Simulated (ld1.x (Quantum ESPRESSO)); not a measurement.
**How hard is this oxygen (O) TM potential?**

oxygen, norm-conserving Troullier–Martins (Kleinman–Bylander form), made with ld1.x (Quantum ESPRESSO) 7.5 (LDA (PZ), scalar-relativistic). Core [He], reference 2s2 2p3.5 (charge +0.5). Waves: 2s (bound): rc 1.06 bohr; 2p (bound): rc 0.95 bohr. Local part: all-electron potential smoothed inside 0.80 bohr (lloc = -2). Core correction: none.

The pseudo-atom Hamiltonian at the reference potential is diagonalised in spherical Bessel functions j_l(qr) that vanish at 20 bohr, with q² up to the cutoff. All-electron valence levels (Ry): 2s -2.2899, 2p -1.2076.

Question: How do the lowest levels (Ry) of each channel move with the cutoff, and are there ghosts?

Answer:

| cutoff (Ry) | s #1 | s #2 | p #1 | d #1 | d #2 | f #1 | f #2 | Σ f·Δε (mRy) |
| --- | --- | --- | --- | --- | --- | --- | --- | --- |
| 8 | -2.1891 | -0.1860 | -0.4292 | -0.0092 | 0.0808 | 0.0432 | 0.1703 | 2926.2 |
| 21 | -2.2243 | -0.1895 | -0.7300 | -0.0092 | 0.0807 | 0.0432 | 0.1703 | 1802.9 |
| 45 | -2.2802 | -0.1925 | -1.0338 | -0.0092 | 0.0807 | 0.0432 | 0.1703 | 627.9 |
| 80 | -2.2877 | -0.1930 | -1.1808 | -0.0092 | 0.0807 | 0.0432 | 0.1703 | 98.6 |
| 140 | -2.2898 | -0.1931 | -1.2072 | -0.0092 | 0.0807 | 0.0432 | 0.1703 | 1.7 |
| 260 | -2.2899 | -0.1931 | -1.2076 | -0.0092 | 0.0807 | 0.0432 | 0.1703 | 0.0 |
| 400 | -2.2899 | -0.1931 | -1.2076 | -0.0092 | 0.0807 | 0.0432 | 0.1703 | 0.0 |

Result: no extra level below or beside the all-electron valence levels (s, p, d, f tested); 10 mRy is reached at 120 Ry and 1 mRy at 200 Ry.
